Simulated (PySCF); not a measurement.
WO2Cl, SMILES [O]=[W](=[O])[Cl] (connectivity only; charge and spin as stated), neutral, multiplicity 2. The structure is a stationary point at B3LYP-D3(BJ)/def2-SVP. The multiplicity is an assumed one; other spin states were not compared. The isomer is the one that the SMILES or the coordinates give; other isomers of the formula were not compared. The def2 effective core potentials stand for the cores of W; spin–orbit coupling is left out.

Calculation: PySCF with B3LYP-D3(BJ)/def2-SVP.

Harmonic wavenumbers (cm⁻¹): 81, 152, 310, 418, 986, 1030. Rotational constants (GHz): 7.572, 2.446, 1.896; symmetry number 1.

Task: Work out the zero-point energy and the ideal-gas rigid-rotor harmonic-oscillator thermochemistry at 298.15 K and 1 atm.

Result: ZPE = ½ Σ hcν = ½ × 2977 cm⁻¹ = 4.26 kcal/mol. H − E(el) = 8.00 kcal/mol. Entropy in cal/(mol K): translation 42.46, rotation 26.62, vibration 8.95, spin 1.38, total 79.41. G − E(el) = -15.68 kcal/mol. Cp = 15.63 cal/(mol K). Modes under 150 cm⁻¹ make the vibrational entropy uncertain.
